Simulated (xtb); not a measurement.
TeBr4, SMILES Br[Te](Br)(Br)Br. All values are semi-empirical tight-binding results from xtb (GFN2-xTB unless named), good for trends rather than for accurate numbers. Geometry optimised at GFN2-xTB.

```yaml
point_group_as_xtb_finds_it: C2v
orbital_gap: 2.64 eV
zero_point_energy: 1.8 kcal/mol
G − E(el) at 298.15 K (modified RRHO): -22.7 kcal/mol
static polarisability (D4 model): 125.1 bohr³
solvation energy, GFN2-xTB/ALPB(water): -1.0 kcal/mol
solvation energy, GFN2-xTB/ALPB(chcl3): -9.2 kcal/mol
```
